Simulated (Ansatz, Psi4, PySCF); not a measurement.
C2H6N (SMILES C[N-]C), charge -1, singlet, at a GFN2-xTB geometry (in this run its highest filled SCF level lies above zero, so its values depend strongly on the basis, on diffuse functions most of all). Base run: WB97X/6-31G* in PySCF.

Geometry (Å):
```xyz
9

C     -0.0045    -0.1601     1.1442
N      0.0536     0.6358     0.0000
C     -0.0224    -0.1587    -1.1442
H      0.8298    -0.9437     1.2399
H      0.0553     0.4652     2.0468
H     -0.9566    -0.7931     1.2539
H      0.8103    -0.9421    -1.2539
H      0.0233     0.4677    -2.0468
H     -0.9760    -0.7916    -1.2398
```
Charge -1, spin multiplicity 1.
All else is at PySCF's defaults.

The same geometry, method and basis name were run in Ansatz (an electronic-structure program) and Psi4 and PySCF, at each program's defaults and at the settings that a row names. The base is PySCF at its defaults. Differences at the defaults can come from grids, fitting, cores and function types together.

```json
[
 {"code and settings": "PySCF, defaults (exact integrals, its default grid, spherical functions)", "ΔE vs base (µEh)": "0.0", "basis functions": "54", "E (Eh)": "-134.44977", "SCF cycles": "10"},
 {"code and settings": "Psi4, defaults (density fitting with its default set, its default grid, Cartesian functions)", "ΔE vs base (µEh)": "?", "basis functions": "57", "E (Eh)": "?", "SCF cycles": "8"},
 {"code and settings": "Ansatz, defaults (factorised integrals, its default grid, Cartesian functions)", "ΔE vs base (µEh)": "-2300", "basis functions": "57", "E (Eh)": "-134.45207", "SCF cycles": "-"},
 {"code and settings": "PySCF, density fitting with def2-universal-jkfit", "ΔE vs base (µEh)": "-42.8", "basis functions": "54", "E (Eh)": "-134.44981", "SCF cycles": "10"},
 {"code and settings": "PySCF, fine grid", "ΔE vs base (µEh)": "15.1", "basis functions": "54", "E (Eh)": "-134.44975", "SCF cycles": "10"},
 {"code and settings": "Psi4, exact integrals, spherical functions, fine grid", "ΔE vs base (µEh)": "16.9", "basis functions": "54", "E (Eh)": "-134.44975", "SCF cycles": "11"},
 {"code and settings": "Ansatz, high accuracy, Cartesian functions as the basis file defines them", "ΔE vs base (µEh)": "-2297", "basis functions": "57", "E (Eh)": "-134.45206", "SCF cycles": "-"}
]
```

Some entries are withheld; supply them.


- Psi4, defaults (density fitting with its default set, its default grid, Cartesian functions), ΔE vs base (µEh): -2414
- Psi4, defaults (density fitting with its default set, its default grid, Cartesian functions), E (Eh): -134.45218
